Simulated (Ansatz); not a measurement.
One change: `FC(F)(F)COB(Cl)Cl` becomes `FC(F)(F)C[O][Hf]([F])([F])[F]`.

Ansatz, PBE0-D4/def2-TZVP geometries, multiplicity 1. Each molecule was computed in one conformer, which needn't be the lowest.

Elements past krypton have def2 core potentials.

```
                                      property  `FC(F)(F)COB(Cl)Cl`
          HOMO–LUMO gap (PBE0/def2-TZVPP) / eV                 8.59
           LUMO energy (B3LYP/def2-TZVPP) / eV                -0.84
           HOMO–LUMO gap (PBE/def2-TZVPP) / eV                 6.16
         HOMO energy (ωB97M-V/def2-TZVPP) / eV               -11.50
         LUMO energy (ωB97M-V/def2-TZVPP) / eV                 1.48
size of the dipole moment (PBE/def2-TZVPP) / D                 1.85
```

Problem. Give the same properties after the change, and the shifts. (Best estimate.)

Solution. The calculation gave: 
```tsv
property	`FC(F)(F)C[O][Hf]([F])([F])[F]`	shift
HOMO–LUMO gap (PBE0/def2-TZVPP) / eV	9.02	0.43
LUMO energy (B3LYP/def2-TZVPP) / eV	-1.01	-0.17
HOMO–LUMO gap (PBE/def2-TZVPP) / eV	6.65	0.49
HOMO energy (ωB97M-V/def2-TZVPP) / eV	-12.09	-0.59
LUMO energy (ωB97M-V/def2-TZVPP) / eV	0.51	-0.97
size of the dipole moment (PBE/def2-TZVPP) / D	2.26	0.41
```

Dipoles are sizes alone; their direction can turn.

B3LYP here is the variant with VWN-RPA as its local correlation; programs differ in this.
